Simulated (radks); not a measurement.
Kinetic energies: the exact non-interacting value of the Kohn-Sham orbitals and orbital-free approximations, in hartree. Species: Cd19+ [Ar] 3d10 4s1; H 1s1. Calculated with a radial shooting solver on a logarithmic mesh with Libxc functionals: non-relativistic Kohn-Sham, exchange-only B88, spin-polarised, spherical densities, point nucleus. Every spin shell is full or empty, so the densities are truly spherical. Functionals are evaluated on that one density, not self-consistently.

| functional | Cd19+ | H |
|---|---|---|
| exact | 5318.99 | 0.497914 |
| Thomas-Fermi | 5031.3 | 0.45222 |
| von Weizsacker | 2317.2 | 0.49791 |
| TF + vW | 7348.5 | 0.95013 |
| TF + vW/9 | 5288.7 | 0.50754 |
| TF + vW/5 | 5494.7 | 0.55180 |
| LC94 | 5327.8 | 0.50542 |
| APBEK | 5330.8 | 0.50482 |
| revAPBEK | 5341.2 | 0.50926 |
| Perdew 92 | 5289.2 | 0.50765 |
| Thakkar | 5295.9 | 0.50661 |
| Pearson | 5270.9 | 0.48277 |
| LKT | 6409.2 | 0.80384 |
| PG1 | 6181.9 | 0.76670 |
| DePristo-Kress | 5320.0 | 0.50714 |
| Ernzerhof | 5306.9 | 0.52553 |
